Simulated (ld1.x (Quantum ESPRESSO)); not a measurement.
## Reading a pseudo-wave (Nd)

Columns: radius, all-electron u(r) and pseudo u(r) of the 5p shell (level -24.67 eV) of neodymium in the configuration [Kr] 4d10 4f3 5s2 5p6 5d1 6s2 6p0; revPBE, scalar-relativistic, TM scheme, ld1.x (Quantum ESPRESSO) 7.5.

| r (bohr) | all-electron | pseudo |
| --- | --- | --- |
| 0.173 | -0.2945 | -0.0279 |
| 0.345 | 0.1637 | -0.1074 |
| 0.518 | 0.4618 | -0.2295 |
| 0.690 | 0.1912 | -0.3771 |
| 0.862 | -0.2349 | -0.5318 |
| 1.035 | -0.5839 | -0.6739 |
| 1.208 | -0.7962 | -0.7831 |
| 1.380 | -0.8873 | -0.8458 |
| 1.553 | -0.8916 | -0.8577 |
| 1.725 | -0.8412 | -0.8233 |
| 1.898 | -0.7610 | -0.7546 |
| 2.070 | -0.6692 | -0.6679 |
| 2.242 | -0.5764 | -0.5763 |
| 2.415 | -0.4886 | -0.4886 |
| 2.588 | -0.4096 | -0.4096 |
| 2.760 | -0.3408 | -0.3408 |
| 2.932 | -0.2818 | -0.2818 |
| 3.105 | -0.2317 | -0.2317 |
| 3.278 | -0.1899 | -0.1899 |
| 3.450 | -0.1553 | -0.1553 |
| 3.623 | -0.1265 | -0.1265 |
| 3.795 | -0.1030 | -0.1030 |
| 3.968 | -0.0836 | -0.0836 |
| 4.140 | -0.0678 | -0.0678 |
| 4.312 | -0.0549 | -0.0549 |
| 4.485 | -0.0443 | -0.0443 |

(1) How many radial nodes do the two functions have?

(2) At about which radius was the pseudo-wave matched?

(3) Is the pseudo-wave norm-conserving?

Results:

(1) The all-electron 5p function has n − l − 1 = 3 (the table is too coarse to show those close to the nucleus); the pseudo-wave has 0, since the states of the same l below it are removed with the core.

(2) 2.50 bohr. The columns agree to 0.0005 from 2.24 bohr on; several derivatives are matched, so the curves merge somewhat inside the radius.

(3) Yes: the TM scheme keeps the norm inside the radius equal to the all-electron one, which fixes the energy derivative of the logarithmic derivative at the level.
